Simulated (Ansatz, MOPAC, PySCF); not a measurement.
Pair of molecules: HF (SMILES F) (first 2 atoms) with H4OSi (SMILES O[SiH3]); geometry from B3LYP-D3(BJ)/def2-TZVP, rigid monomers moved along the line of their centres of mass till H2···O3 is 2.35 Å.
(charge 0, multiplicity 1):
```xyz
8

F      1.011    -1.028     0.190
H      0.841    -0.834     1.096
O      0.252    -0.228     3.291
Si    -0.951     0.795     3.839
H      0.805    -0.685     3.931
H     -1.922     0.047     4.668
H     -1.588     1.319     2.619
H     -0.365     1.887     4.647
```

Counterpoise-corrected where a basis set is named; no monomer relaxation. Rows marked so take none.

Rows in 3-21G carry no dispersion term and start afresh at each structure. The state reached by PM3, PM7 isn't checked; PM7 holds dispersion and hydrogen-bond terms.

Programs: Ansatz (an electronic-structure program) with Gaussian orbitals; MOPAC for PM3, PM7 (differences of heats of formation); PySCF for 3-21G rows, the dispersion terms. Each number belongs to the level named beside it.

### Question
One of these levels gives -21.9 kJ/mol for the interaction energy. Name it.
A) PM3
B) PBE-D3(BJ)/def2-TZVPPD
C) PM7
D) HF/3-21G (no counterpoise)

### Answer
B, PBE-D3(BJ)/def2-TZVPPD. The others give -10.7 (PM3), -13.8 (PM7), -36.8 (HF/3-21G (no counterpoise))
